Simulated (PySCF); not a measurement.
## Correlation energy of Te³⁹⁺ (tellurium, charge +39)

[Ne] 3s2 3p1, 2P determinant. Calculation: PySCF 2.14, in an even-tempered Gaussian basis (16 s from 6.6 bohr⁻², ratio 2.5; 10 p from 8.6 bohr⁻², ratio 2.5; 4 d from 35 bohr⁻², ratio 2.7; 4 f from 52 bohr⁻², ratio 2.7); the non-relativistic Hamiltonian (point nucleus). Frozen: 1s2; 11 electrons correlated; the 17 highest virtual orbitals of each spin left out.

```
  level  correlation energy (mhartree)
   CCSD                        -520.51
    (T)                          -1.86
CCSD(T)                        -522.37
```

Diagnostics: T1 = 0.0011, D1 = 0.0049, largest double amplitude 0.084.

A non-relativistic calculation at this Z misses sizeable relativistic shifts. Spin-orbit coupling, absent here, splits the open shell strongly.

Cost of the coupled-cluster step: of the order of 13 core-seconds, for 11 correlated electrons.

Iterations:

```
CC2 = 0
CCSD nocc = (np.int64(6), np.int64(5)), nmo = (76, 76)
frozen orbitals [[0, 77, 78, 79, 80, 81, 82, 83, 84, 85, 86, 87, 88, 89, 90, 91, 92, 93], [0, 77, 78, 79, 80, 81, 82, 83, 84, 85, 86, 87, 88, 89, 90, 91, 92, 93]]
max_cycle = 100
direct = 0
conv_tol = 1e-08
conv_tol_normt = 1e-06
diis_space = 8
diis_start_cycle = 0
Init t2, MP2 energy = -0.476502763174451
Init E_corr(UCCSD) = -0.476502763183205
cycle = 1  E_corr(UCCSD) = -0.505858349099182  dE = -0.0293555859  norm(t1,t2) = 0.0272942
cycle = 2  E_corr(UCCSD) = -0.51538616571461  dE = -0.00952781662  norm(t1,t2) = 0.00978687
cycle = 3  E_corr(UCCSD) = -0.520546682976254  dE = -0.00516051726  norm(t1,t2) = 0.00358996
cycle = 4  E_corr(UCCSD) = -0.520507172412981  dE = 3.95105633e-05  norm(t1,t2) = 0.000124557
cycle = 5  E_corr(UCCSD) = -0.520510133623267  dE = -2.96121029e-06  norm(t1,t2) = 5.80548e-06
cycle = 6  E_corr(UCCSD) = -0.520509080823151  dE = 1.05280012e-06  norm(t1,t2) = 7.30244e-07
cycle = 7  E_corr(UCCSD) = -0.520509235685959  dE = -1.54862808e-07  norm(t1,t2) = 1.59131e-07
cycle = 8  E_corr(UCCSD) = -0.520509334695351  dE = -9.90093921e-08  norm(t1,t2) = 5.77079e-08
cycle = 9  E_corr(UCCSD) = -0.520509332532371  dE = 2.1629798e-09  norm(t1,t2) = 9.27328e-09
UCCSD converged
E(UCCSD) = -5279.945206781724  E_corr = -0.5205093325323711
UCCSD(T) correction = -0.00185655613767193
```

At this charge a non-relativistic calculation is a model, useful for the Z dependence of the correlation energy.
